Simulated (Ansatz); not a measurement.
H2S (SMILES S), charge 0, multiplicity 1, relaxed at each level with Ansatz (a quantum-chemistry and plane-wave program); harmonic frequencies from differences of analytic forces, average atomic masses, frozen cores.

| level | S1–H2 (Å) | S1–H3 (Å) | H2–S1–H3 (°) | dipole (D) |
|---|---|---|---|---|
| HF/def2-TZVPP | 1.3269 | 1.3269 | 94.1 | 1.14 |
| PBE/def2-TZVPP | 1.3516 | 1.3516 | 91.7 | 1.08 |
| r2SCAN/def2-TZVPP | 1.3415 | 1.3415 | 92.0 | 1.13 |
| B3LYP/def2-TZVPP | 1.3417 | 1.3417 | 92.5 | 1.07 |
| PBE0/def2-TZVPP | 1.3408 | 1.3408 | 92.2 | 1.12 |
| wB97X-V/def2-TZVPP | 1.3380 | 1.3380 | 92.7 | 1.13 |
| MP2/cc-pV(T+d)Z | 1.3325 | 1.3325 | 92.2 | 1.10 |
| CCSD(T)/cc-pV(D+d)Z | 1.3472 | 1.3472 | 92.2 | 1.17 |
| CCSD(T)/cc-pV(T+d)Z | 1.3378 | 1.3378 | 92.3 | 1.07 |
| CCSD(T)/cc-pV(Q+d)Z | 1.3377 | 1.3377 | 92.3 | 1.03 |

Measured: equilibrium bond lengths H-S 1.3356 Å [microwave values compiled in ACS Omega 2, 8373 (2017)].
